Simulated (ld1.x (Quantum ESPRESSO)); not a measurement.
**What one change does to a pseudopotential (iodine, TM semilocal)**

```json
{"Element": "I", "Generator": "ld1.x (Quantum ESPRESSO) 7.5", "Type": "norm-conserving Troullier–Martins (semilocal form)", "Functional": "LDA (PZ)", "Relativity": "scalar-relativistic", "Frozen core": "[Kr] 4d10", "Valence charge": "7", "Reference configuration": "5s1 5p6", "Partial waves": "5s (bound): rc 1.35 bohr; 5p (bound): rc 2.20 bohr", "Local potential": "the p channel", "Core correction": "Bessel-smoothed model core, default radius (core density twice the valence density)"}
```

All-electron outer shells of the reference configuration (LDA (PZ), scalar-relativistic, ld1.x):

```json
{"shell": "4p", "level (eV)": "-128.68", "outermost node (bohr)": "0.37", "outermost maximum (bohr)": "0.72"}
{"shell": "4d", "level (eV)": "-51.63", "outermost node (bohr)": "0.35", "outermost maximum (bohr)": "0.78"}
{"shell": "5s", "level (eV)": "-18.38", "outermost node (bohr)": "0.88", "outermost maximum (bohr)": "1.68"}
{"shell": "5p", "level (eV)": "-7.77", "outermost node (bohr)": "0.96", "outermost maximum (bohr)": "2.00"}
```

Change: wave 5p (bound): rc 2.20 bohr becomes 5p (bound): rc 2.90 bohr.

Cutoffs: the cutoffs (Ry, on a coarse ladder) from which the occupation-weighted sum of valence levels, in a spherical-Bessel basis at the reference potential, stays within 10 and 1 mRy of its value at 400 Ry; they do not see the model core or the augmentation charge, which bear on the density cutoff. Errors are all-electron minus pseudo energies relative to the spin-unpolarised reference configuration.

What does the change do?

The potential gets neither clearly harder nor softer (45 Ry and 140 Ry → 45 Ry and 140 Ry); the s channel sets the loose cutoff, while the largest relative change is in p, which becomes softer; of the 9 tests that both files solve, the error grows in 2 and shrinks in 5 by more than 15 % and 0.3 meV (median size 15.0 → 5.0 meV); neither file shows a bound ghost. A semilocal file is local in each channel, so a ghost entry of none says nothing of the separable form that plane-wave codes build from it.

```tsv
quantity	base	changed
cutoff, loose	45 Ry	45 Ry
cutoff, tight	140 Ry	140 Ry
loose cutoff by channel (10 mRy a level)	s 45 Ry, p 15 Ry	s 45 Ry, p 6 Ry
bound ghosts	none	none
error for 5s2 5p5, meV [ΔE -10.51 eV]	-15	+1.4
error for 5s2 5p4, meV [ΔE 0.79 eV]	-20	-8.5
error for 5s2 5p3, meV [ΔE 20.86 eV]	-24	-23
error for 5s1 5p5, meV [ΔE 11.86 eV]	-2.4	+2.1
error for 5s2 5p2, meV [ΔE 50.47 eV]	-36	-74
error for 5s2 5p1, meV [ΔE 90.27 eV]	-73	-231
error for 5s2 5p5.3, meV [ΔE -12.34 eV]	-13	+5.0
error for 5s1 5p6 (spin-polarised), meV [ΔE -0.16 eV]	-1.9	-0.5
error for 5s2 5p5 (spin-polarised), meV [ΔE -10.63 eV]	-14	-0.9
```
